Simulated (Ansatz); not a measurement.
Cost and result for the atomization energy of `CB[SiH](O)[SiH3]` (14 atoms, 13 bonds).

Z-matrix (Å, degrees):
```
C
B 1 1.554
H 1 1.103 2 104.9
H 1 1.091 2 116.5 3 118.2
H 1 1.094 2 113.0 3 -113.5
Si 2 2.003 1 121.6 3 -109.4
H 2 1.203 1 118.0 3 72.9
Si 6 2.363 2 104.0 1 -72.3
O 6 1.661 2 117.1 1 164.0
H 6 1.490 2 112.0 1 42.2
H 8 1.489 6 111.7 2 179.2
H 8 1.490 6 109.8 2 58.7
H 8 1.491 6 110.9 2 -60.3
H 9 0.958 6 116.5 2 37.9
```

Charge 0, multiplicity 1. All single points use the PBE0-D4/def2-TZVP geometry. It is one conformer, not always the lowest. Program: Ansatz. All runs use 4 threads of an Arm Neoverse V2 on a shared host. Times are those of one run each, without the atoms' runs, and a repeat can differ threefold. Electronic energies, without spin–orbit coupling; frozen cores. CCSD(T)/CBS adds CCSD(T) − MP2 in def2-TZVPP to the MP2 limit, and its time is that of the two runs behind it. T1 = 0.013. B3LYP takes the VWN-RPA correlation (the form of Gaussian; ORCA's B3LYP/G).

CCSD(T)/CBS is a level of theory with its own doubt, some kJ/mol a heavy atom from the limit and from the frozen cores, so smaller differences don't rank the functionals.

| level | functions | wall time | atomization (kcal/mol) | difference from CCSD(T)/CBS | per bond |
| --- | --- | --- | --- | --- | --- |
| PBE-D4/def2-TZVPP (with forces) | 303 | 3 s | 1149.0 | 6.0 | 0.5 |
| PBE0-D4/def2-TZVPP | 303 | 3.8 s | 1139.0 | -4.0 | -0.3 |
| r2SCAN-D4/def2-TZVPP (with forces) | 303 | 5.5 s | 1147.7 | 4.7 | 0.4 |
| B3LYP-D4/def2-TZVPP (with forces) | 303 | 6.5 s | 1144.6 | 1.6 | 0.1 |
| B2PLYP/def2-TZVPP | 303 | 7 s | 1129.8 | -13.2 | -1.0 |
| ωB97X-V/def2-TZVPP | 303 | 10 s | 1149.4 | 6.4 | 0.5 |
| ωB97M-V/def2-TZVPP (with forces) | 303 | 15 s | 1145.3 | 2.3 | 0.2 |
| MP2/def2-QZVPP | 581 | 29 s | 1136.9 | -6.1 | -0.5 |
| CCSD(T)/def2-TZVPP | 303 | 13 min | 1115.3 | -27.7 | -2.1 |
| CCSD(T)/CBS(def2) | – | 14 min | 1143.0 | 0.0 | 0.0 |

The D4 term adds +11.2 kcal/mol with B3LYP and +6.0 kcal/mol with PBE0; it sums over pairs of atoms, weighted by their polarisabilities, and B3LYP, whose exchange is more repulsive, gets the larger term. In def2-TZVPP, CCSD(T) changes the Hartree–Fock value by +248.5 kcal/mol (the triples alone add +12.0 kcal/mol) and MP2 by +253.6 kcal/mol; breaking electron pairs costs correlation energy, which Hartree–Fock lacks. From PBE to PBE0 (25 % exact exchange), in def2-TZVPP and without D4, the atomization energy moves by −9.0 kcal/mol: exact exchange takes away binding that semilocal exchange gives to molecules.
